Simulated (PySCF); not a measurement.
WH5 at several levels of theory

All levels use the PBE0 minimum (doublet; W–H 1.671 Å (×2), W–H 1.697 Å (×2), W–H 1.723 Å; H–W–H 60.3°, H–W–H 71.0° (×2), H–W–H 112.5°, H–W–H 114.9° (×2), H–W–H 115.5° (×2), H–W–H 120.6° (×2)), basis [W def2-TZVP with ECP60, H def2-TZVP], scalar-relativistic core potentials, density fitting, no spin–orbit coupling, PySCF. For vertical energies the ionised species is a singlet (spins chosen at PBE0 and kept) and the electron-attached one a triplet. Atomisation goes to high-spin ground-configuration atoms, without zero-point energy. Open shells are unrestricted, also as the reference of the correlated levels. A dash marks a value that was not computed or is not defined at that level.

| level | atomisation (kJ/mol) | vertical IP (eV) | vertical EA (eV) | −ε(HOMO) (eV) | dipole (D) |
| --- | --- | --- | --- | --- | --- |
| PBE0 | 1400 | 8.76 | 0.67 | 6.61 | 1.30 |
| HF | 904 | 8.39 | 0.35 | 10.69 | 1.44 |
| MP2 | 1308 | 8.55 | 0.53 | – | – |
| PBE | 1443 | 8.65 | 0.55 | 5.13 | 1.25 |
| B3LYP | 1441 | 8.75 | 0.64 | 6.28 | 1.30 |
| r2SCAN | 1429 | 8.79 | 0.66 | 5.66 | 1.32 |
| TPSSh | 1497 | 8.72 | 0.60 | 5.88 | 1.37 |
| CAM-B3LYP | 1435 | 8.81 | 0.74 | 8.01 | 1.32 |
| BP86 | 1505 | 8.78 | 0.69 | 5.24 | 1.24 |

Without diffuse functions attachment energies tend to come out too low.

Open d and f shells are described by one determinant, and the ground state may have another occupation or spin. No spin–orbit coupling is included, which matters more the heavier the element.
